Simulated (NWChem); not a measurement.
The numbers come from NWChem runs, not from measurements. System: FS, charge 0, spin multiplicity 4, at the geometry of a parent with another charge or spin, in a state set for the comparison that need not be this species' ground state. Its SCF solution wasn't tested for a lower state. Level: ROCCSD(T)/def2-TZVP, 6 core orbitals frozen.

Output (cleaned and shortened):

```
             Northwest Computational Chemistry Package (NWChem) 7.3.0
             --------------------------------------------------------

                                NWChem Input Module
                                -------------------

 Scaling coordinates for geometry "geometry" by  1.889725989
 (inverse scale =  0.529177249)

 Turning off AUTOSYM since
 SYMMETRY directive was detected!

                             Geometry "geometry" -> ""
                             -------------------------

 Output coordinates in angstroms (scale by  1.889725989 to convert to a.u.)

  No.       Tag          Charge          X              Y              Z
 ---- ---------------- ---------- -------------- -------------- --------------
    1 S                   16.0000     0.00000000     0.00000000     0.58615500
    2 F                    9.0000     0.00000000     0.00000000    -1.04205400

 Effective nuclear repulsion energy (a.u.)      46.8008246214

            Nuclear Dipole moment (a.u.)
            ----------------------------
        X                 Y               Z
 ---------------- ---------------- ----------------
     0.0000000000     0.0000000000    -0.0000113384

      Symmetry information
      --------------------

 Group name             C2v
 Group number             16
 Group order               4
 No. of unique centers     2

      Symmetry unique atoms

     1    2


 Summary of "ao basis" -> "" (spherical)
 ------------------------------------------------------------------------------
       Tag                 Description            Shells   Functions and Types
 ---------------- ------------------------------  ------  ---------------------
 *                         def2-tzvp                  on all atoms

 Summary of "ao basis" -> "ao basis" (spherical)
 ------------------------------------------------------------------------------
       Tag                 Description            Shells   Functions and Types
 ---------------- ------------------------------  ------  ---------------------
 S                         def2-tzvp                13       37   5s5p2d1f
 F                         def2-tzvp                11       31   5s3p2d1f

                                 NWChem SCF Module
                                 -----------------

  ao basis        = "ao basis"
  functions       =    68
  atoms           =     2
  closed shells   =    11
  open shells     =     3
  charge          =   0.00
  wavefunction    = ROHF
  use symmetry    = T
  symmetry adapt  = T

 Summary of "ao basis" -> "ao basis" (spherical)
 ------------------------------------------------------------------------------
       Tag                 Description            Shells   Functions and Types
 ---------------- ------------------------------  ------  ---------------------
 S                         def2-tzvp                13       37   5s5p2d1f
 F                         def2-tzvp                11       31   5s3p2d1f

      Symmetry analysis of basis
      --------------------------

        a1         30
        a2          6
        b1         16
        b2         16

 Forming initial guess at       0.1s

      Symmetry analysis of molecular orbitals - initial
      -------------------------------------------------

  Numbering of irreducible representations:

     1 a1          2 a2          3 b1          4 b2

  Orbital symmetries:

     1 a1          2 a1          3 a1          4 b2          5 b1
     6 a1          7 a1          8 a1          9 a1         10 b2
    11 b1         12 b1         13 b2         14 a1         15 b2
    16 b1         17 a1         18 a1         19 a2         20 b1
    21 b2         22 a1         23 a1         24 b2

 Starting SCF solution at       0.1s

 ----------------------------------------------
         Quadratically convergent ROHF

 Convergence threshold     :          1.000E-07
 Maximum no. of iterations :          100
 Final Fock-matrix accuracy:          1.000E-09
 ----------------------------------------------

              iter       energy          gnorm     gmax       time
             ----- ------------------- --------- --------- --------
                 1     -496.8112428995  1.01D+00  4.85D-01      0.5
[...]
  ----- ------------  ---------------      ----- ------------  ---------------
    18      1.452841  1 S  px                15     -1.148610  1 S  px

 Vector   16  Occ=0.000000D+00  E= 3.800095D-01  Symmetry=b2
              MO Center=  2.9D-16, -5.9D-16,  7.1D-01, r^2= 4.1D+00
   Bfn.  Coefficient  Atom+Function         Bfn.  Coefficient  Atom+Function
  ----- ------------  ---------------      ----- ------------  ---------------
    19      1.452841  1 S  py                16     -1.148610  1 S  py

 Vector   17  Occ=0.000000D+00  E= 3.997075D-01  Symmetry=a1
              MO Center=  5.3D-18,  2.6D-17,  1.0D+00, r^2= 4.3D+00
   Bfn.  Coefficient  Atom+Function         Bfn.  Coefficient  Atom+Function
  ----- ------------  ---------------      ----- ------------  ---------------
    20      1.910567  1 S  pz                42      1.462581  2 F  s
     5     -0.821928  1 S  s                 17     -0.806805  1 S  pz
    51      0.555996  2 F  pz                28     -0.459641  1 S  d  0
    41     -0.333987  2 F  s

 center of mass
 --------------
 x =   0.00000000 y =   0.00000000 z =  -0.03917966

 moments of inertia (a.u.)
 ------------------
         112.820265570115           0.000000000000           0.000000000000
           0.000000000000         112.820265570115           0.000000000000
           0.000000000000           0.000000000000           0.000000000000

  Mulliken analysis of the total density
  --------------------------------------

    Atom       Charge   Shell Charges
 -----------   ------   -------------------------------------------------------
    1 S   16    15.68   2.01  0.49  1.47  1.18  0.82  4.16  1.70  0.79  1.92  0.86  0.08  0.16  0.03
    2 F    9     9.32   0.77  1.20  0.61  1.02  0.29  2.22  2.26  0.94  0.00  0.01  0.00

 Mulliken analysis of the open-shell density
 -------------------------------------------

    Atom       Charge   Shell Charges
 -----------   ------   -------------------------------------------------------
    1 S   16     2.86   0.00  0.00 -0.00  0.03  0.03  0.07 -0.05  0.46  1.44  0.75  0.04  0.08  0.01
    2 F    9     0.14   0.00 -0.00  0.01  0.00 -0.06  0.14  0.09 -0.05  0.00 -0.00  0.00

       Multipole analysis of the density wrt the origin
       ------------------------------------------------

     L   x y z        total         open         nuclear
     -   - - -        -----         ----         -------
     0   0 0 0     -0.000000     -3.000000     25.000000

     1   1 0 0     -0.000000      0.000000      0.000000
     1   0 1 0     -0.000000      0.000000      0.000000
     1   0 0 1      0.621724     -3.015815     -0.000011

     2   2 0 0    -12.297469     -4.744142      0.000000
     2   1 1 0      0.000000      0.000000      0.000000
     2   1 0 1     -0.000000      0.000000      0.000000
     2   0 2 0    -12.297469     -4.744142      0.000000
     2   0 1 1     -0.000000      0.000000      0.000000
     2   0 0 2    -15.489976     -9.927939     54.530623

                   NWChem Extensible Many-Electron Theory Module
                   ---------------------------------------------


            General Information
            -------------------
      Number of processors :     1
         Wavefunction type : Restricted open-shell Hartree-Fock
          No. of electrons :    25
           Alpha electrons :    14
            Beta electrons :    11
           No. of orbitals :   136
            Alpha orbitals :    68
             Beta orbitals :    68
        Alpha frozen cores :     6
         Beta frozen cores :     6
     Alpha frozen virtuals :     0
      Beta frozen virtuals :     0
         Spin multiplicity : quartet
    Number of AO functions :    68
       Number of AO shells :    24
        Use of symmetry is : on
      Symmetry adaption is : on
         Schwarz screening : 0.10D-09

          Correlation Information
          -----------------------
          Calculation type : Coupled-cluster singles & doubles w/ perturbation
   Perturbative correction : (T)
            Max iterations :      100
        Residual threshold : 0.10D-05
     T(0) DIIS level shift : 0.00D+00
     L(0) DIIS level shift : 0.00D+00
     T(1) DIIS level shift : 0.00D+00
     L(1) DIIS level shift : 0.00D+00
     T(R) DIIS level shift : 0.00D+00
     T(I) DIIS level shift : 0.00D+00
   CC-T/L Amplitude update :  5-th order DIIS
                I/O scheme : Global Array Library
        L-threshold :  0.10D-05
        EOM-threshold :  0.10D-05
 no EOMCCSD initial starts read in
 TCE RESTART OPTIONS
 SLICE:      F
 D4D5:       F
 quantumc:   F
 qrotation:  F
 pwtce:      F
 qducc:      F
 nacto:                         0
 nrotv:                         0
 nrot:                          0

            Memory Information
            ------------------
          Available GA space size is     249027552 doubles
          Available MA space size is     104850596 doubles

 Maximum block size supplied by input
 Maximum block size        24 doubles

 tile_dim =     22

 -------------------------------------------------

 Global array virtual files algorithm will be used

 Parallel file system coherency ......... OK

 4-electron integrals stored in orbital form

 v2    file size   =          1083411
 4-index algorithm nr.  13 is used
 imaxsize =       30
 imaxsize ichop =        0


CCSD iterations
 ---------------------------------------------------------
 Iter          Residuum       Correlation     Cpu    Wall
 ---------------------------------------------------------
    1   0.2047781818995  -0.4090539735736     0.6     0.6
    2   0.0459313829114  -0.3957859524037     0.6     0.6
    3   0.0191663150117  -0.4054899602911     0.6     0.6
    4   0.0099371567423  -0.4039728170838     0.6     0.6
    5   0.0080366688482  -0.4054998228518     0.6     0.6
    6   0.0019522029865  -0.4052488260208     0.7     0.7
    7   0.0022575628854  -0.4050762092425     0.6     0.6
    8   0.0013947280652  -0.4052259165068     0.6     0.6
    9   0.0020927182550  -0.4050890093361     0.6     0.6
   10   0.0020349244320  -0.4052834498865     0.6     0.6
   11   0.0000758556416  -0.4052030695599     0.6     0.6
   12   0.0000528491373  -0.4051976896154     0.6     0.6
   13   0.0000232966977  -0.4052009855208     0.6     0.6
   14   0.0000387638959  -0.4051983638542     0.7     0.7
   15   0.0000329395848  -0.4052018333856     0.7     0.7
   16   0.0000032081254  -0.4052003807114     0.8     0.8
   17   0.0000023345444  -0.4052002301394     0.8     0.8
   18   0.0000014047794  -0.4052003817668     0.7     0.7
   19   0.0000018952259  -0.4052002962262     0.7     0.7
   20   0.0000016821817  -0.4052004508596     0.8     0.8
   21   0.0000001410097  -0.4052004091261     0.8     0.8
 -----------------------------------------------------------------
 Iterations converged
 CCSD correlation energy / hartree =        -0.405200409126096
 CCSD total energy / hartree       =      -497.285868569397906

 Singles contributions

 Doubles contributions
 CCSD(T)
 Using plain CCSD(T) code
             total no. of tasks         2614
 total no. of tasks / no. procs         2614
                         wl_min            1           1.0
                         wl_max       287496           8.1
        thresh for no. of tasks         2614

 CCSD[T]  correction energy / hartree =        -0.018495934478587
 CCSD[T] correlation energy / hartree =        -0.423696343604683
 CCSD[T] total energy / hartree       =      -497.304364503876513
 CCSD(T)  correction energy / hartree =        -0.016361957076349
 CCSD(T) correlation energy / hartree =        -0.421562366202445
 CCSD(T) total energy / hartree       =      -497.302230526474261

 Task  times  cpu:       22.1s     wall:       22.1s

 Total times  cpu:       22.1s     wall:       22.1s
```

Q: Write an NWChem input that would produce this output.

A: One answer among several that fit: 
```
start mol
memory heap 100 mb stack 700 mb global 1900 mb
geometry units angstroms nocenter noautoz
  S      0.000000     0.000000     0.586155
  F      0.000000     0.000000    -1.042054
  symmetry group C2v
end
basis spherical
  * library def2-tzvp
end
scf
  rohf
  nopen 3
  maxiter 100
  thresh 1e-7
  semidirect memsize 60000000 filesize 0
  # guess.movecs holds the orbitals of an unrestricted PBE0 run
  vectors input guess.movecs output mol.movecs
end
tce
  freeze core 6
  ccsd(t)
  2eorb
  2emet 13
  thresh 1e-6
  maxiter 100
  tilesize 24
end
task tce energy
```
